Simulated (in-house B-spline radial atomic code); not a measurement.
Values are calculated unless marked as measured or tabulated.
# Ghost states of the separable form: Mn

Mn, [Ar] 3d5 4s2, non-relativistic PBE, spherical and spin-unpolarised, from an all-electron radial atomic-structure program (B-spline basis) (atomic units; all potentials screened as in the neutral atom).

Troullier-Martins channels: 4s (ε = -0.1848, r_c = 2.83 bohr), 3d (ε = -0.2576, r_c = 2.61 bohr). In the Kleinman-Bylander form one channel serves as the local potential, and each other channel l becomes |δV u><u δV|/<u|δV|u>, with δV = V_l − V_local and u the pseudo-orbital. Its strength is E_KB = <u|δV²|u>/<u|δV|u>. By the analysis of Gonze, Stumpf and Scheffler a spurious state lies below the reference level ε if E_KB > 0 and ε is above the second level of the local potential alone, or if E_KB < 0 and ε is above its first. The table's levels are those of angular momentum l in a sphere of 9 bohr, whose wall can lift a shallow ε a little above its free-atom value.

```csv
local,channel,<u δV u>,<u δV² u>,ε,first local level,second local level
s,d,-3.7709,23.317,-0.2576,0.0933,0.3324
d,s,0.1657,1.2052,-0.1842,-5.3120,-0.4853
```

Apply the rule to each row.

Local s, channel d: E_KB = -6.18, so ε = -0.2576 is set against 0.0933: no ghost. Local d, channel s: E_KB = +7.27, so ε = -0.1842 is set against -0.4853: a ghost.

Diagonalising the separable Hamiltonian gives:

```tsv
local	channel	three lowest levels	all-electron, two lowest valence levels
s	d	-0.2576, 0.1105, 0.3834	-0.2576, 0.1080
d	s	-1.6035, -0.1842, 0.0954	-0.1842, 0.0948
```

Which choices of local channel are safe?

Free of ghosts: s. With d local the s channel has a ghost 1.42 hartree below ε, since the local potential binds more than one state below ε, and a repulsive term of rank one raises each level at most to the next, so it clears only one of them. Among the safe choices the second level, which tests transfer, is off by at most 2.5 millihartree (s local).
